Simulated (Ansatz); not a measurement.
B2FH5Si, SMILES `B[SiH](B)F`: the same geometry under several functionals.

```yaml
crystal:
  periodic: [false, false, false]
  atoms:
    - {symbol: B, position_ang: [-0.751299, 1.309944, -0.723715]}
    - {symbol: Si, position_ang: [0.453413, -0.274061, -0.524621]}
    - {symbol: B, position_ang: [0.211707, -1.044905, 1.304980]}
    - {symbol: F, position_ang: [0.268021, -1.362145, -1.699647]}
    - {symbol: H, position_ang: [-1.621932, 1.375974, -1.538855]}
    - {symbol: H, position_ang: [-0.605614, 2.230165, 0.026513]}
    - {symbol: H, position_ang: [1.862235, 0.224444, -0.614744]}
    - {symbol: H, position_ang: [-0.177223, -2.156567, 1.504372]}
    - {symbol: H, position_ang: [0.449092, -0.349149, 2.248615]}
basis:
  gaussian: {orbitals: def2-TZVPP}
hamiltonian: {xc: {name: PBE-QIDH}}
```

```sh
$ ansatz run in.yaml --threads 2 --pin off --events-out ev --progress --plain --max-ram 4352MiB
```

It prints (some lines left out):

```
Functional definition: PBE-QIDH
1211 factors; integrals over basis functions are off by at most 9.4e-4 eV
mean field evaluation 1: about -12011.2881 eV, gradient 2.9e1 eV
mean field evaluation 2: about -12011.4093 eV, gradient 2.9e1 eV
mean field evaluation 4: about -12013.1135 eV, gradient 2.5e0 eV
mean field evaluation 8: about -12013.1434 eV, gradient 1.3e-1 eV
mean field evaluation 16: about -12013.1436 eV, gradient 1.8e-4 eV
mean field -12013.14357788 eV, -441.4748836860 hartree, gradient 7.4e-6 eV, S^2 0.000000; 0 other end points of the search recorded, 0 dependent functions left out
8 core orbitals not correlated: weight in the atoms' cores, before any rotation towards them, 1.000 or more for the frozen orbitals, at most 0.000 for the correlated occupied ones
reference -12013.14359277 eV, -441.4748842330 hartree; 11, 11 occupied and 186, 186 virtual orbitals, 1211 factors
second order -17.26551966 eV of doubles, -0.00000000 eV of singles
Total energy: -12018.89876599 eV, -441.6863829479 hartree
```

Hardware: 2 threads of an Intel Xeon on a shared host. Wall time 37 s, peak host memory 0.43 GiB.

The same input with `hamiltonian: {xc: {name: r2SCAN0}, dispersion: d4}` (abridged; 28 s):

```
Functional definition: r2SCAN0
mean field -12026.45684764 eV, -441.9641373254 hartree, gradient 3.8e-5 eV, S^2 0.000000
Total energy: -12026.49936389 eV, -441.9656997690 hartree
```

With the line `hamiltonian: {xc: {name: B97M-V}}` (abridged; 49 s):

```
Functional definition: B97M-V
mean field evaluation 16: about -12027.5236 eV, gradient 1.1e-4 eV
mean field -12027.52361943 eV, -442.0033404658 hartree, gradient 5.4e-5 eV, S^2 0.000000
Total energy: -12027.52369280 eV, -442.0033431619 hartree
```

The same input with `hamiltonian: {xc: {name: revPBE}, dispersion: d4}` (abridged; 15 s):

```
Functional definition: revPBE
mean field evaluation 16: about -12026.7840 eV, gradient 6.5e-5 eV
mean field -12026.78399761 eV, -441.9761598653 hartree, gradient 6.5e-5 eV, S^2 0.000000
Total energy: -12027.21992760 eV, -441.9921799969 hartree
```

With the line `hamiltonian: {xc: {name: wB97M-V}}` and forces (abridged; 60 s):

```
Functional definition: wB97M-V
mean field evaluation 16: about -12027.5161 eV, gradient 4.3e-5 eV
mean field -12027.51605525 eV, -442.0030624871 hartree, gradient 4.3e-5 eV, S^2 0.000000
Total energy: -12027.51611552 eV, -442.0030647020 hartree
Atom 0 force    -0.073688     0.059496    -0.028681 eV/Å
Atom 1 force     0.160807     0.213823     0.171840 eV/Å
Atom 2 force    -0.024665    -0.060254     0.074451 eV/Å
Atom 3 force    -0.033312    -0.096611    -0.096286 eV/Å
Atom 4 force     0.124842     0.006008     0.118615 eV/Å
Atom 5 force    -0.023895    -0.123764    -0.103522 eV/Å
Atom 6 force    -0.157337    -0.061147     0.003760 eV/Å
Atom 7 force     0.061745     0.160250    -0.014242 eV/Å
Atom 8 force    -0.034496    -0.097801    -0.125934 eV/Å
Dipole moment:    -0.031433     0.177900     0.221434 e Å
```

The same input with `hamiltonian: {xc: {name: r2SCANh}, dispersion: d4}` (abridged; 31 s):

```
Functional definition: r2SCANh
mean field -12026.72894159 eV, -441.9741365936 hartree, gradient 2.2e-5 eV, S^2 0.000000
Total energy: -12026.76728980 eV, -441.9755458646 hartree
```
